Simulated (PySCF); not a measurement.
ClFH4Si2. Atoms are numbered in the order given.

```xyz
8

Si    -1.3777    -0.5208     0.6087
F     -2.1467    -0.2429    -0.8050
Si     0.9307    -0.6139     0.1886
Cl     1.5421     1.2861    -0.4221
H     -1.6921     0.5918     1.5463
H     -1.8775    -1.8104     1.1658
H      1.2623    -1.5927    -0.8829
H      1.6693    -0.9807     1.4306
```

Coordinates come from a B3LYP-D3(BJ)/def2-SVP optimisation. The structure was generated by enumeration, and PubChem lists no compound with its InChIKey, so it may never have been made. Other conformers were not sampled.

Method: TDDFT-B3LYP/def2-SVPD run with PySCF.

Vertical excitations. 

Computed excitation energies, oscillator strengths and character:
```
state  energy (eV)  λ (nm)      f                                                main pairs
-----  -----------  ------  -----  --------------------------------------------------------
S1            5.88     211  0.020                                            HOMO→LUMO 98 %
S2            6.33     196  0.009                                          HOMO→LUMO+1 97 %
S3            6.60     188  0.007                                          HOMO−1→LUMO 90 %
S4            7.15     173  0.003                                        HOMO−1→LUMO+1 86 %
S5            7.33     169  0.006                        HOMO−2→LUMO 74 %, HOMO→LUMO+2 17 %
S6            7.37     168  0.048      HOMO→LUMO+2 58 %, HOMO→LUMO+3 20 %, HOMO−2→LUMO 13 %
S7            7.55     164  0.039                        HOMO−3→LUMO 64 %, HOMO→LUMO+3 16 %
S8            7.59     163  0.150      HOMO→LUMO+3 57 %, HOMO−3→LUMO 19 %, HOMO→LUMO+2 13 %
S9            7.92     157  0.061  HOMO−2→LUMO+1 53 %, HOMO−3→LUMO+1 22 %, HOMO→LUMO+4 13 %
S10           8.00     155  0.006                                        HOMO−1→LUMO+2 96 %
T1            5.29     235      0                                            HOMO→LUMO 96 %
T2            5.70     217      0                                          HOMO→LUMO+1 95 %
T3            6.28     197      0                      HOMO−1→LUMO 84 %, HOMO−1→LUMO+1 13 %
T4            6.75     184      0                                          HOMO→LUMO+2 74 %
```
Triplets are in the Tamm–Dancoff approximation, which puts them higher than full response would, so one can lie above its singlet here.
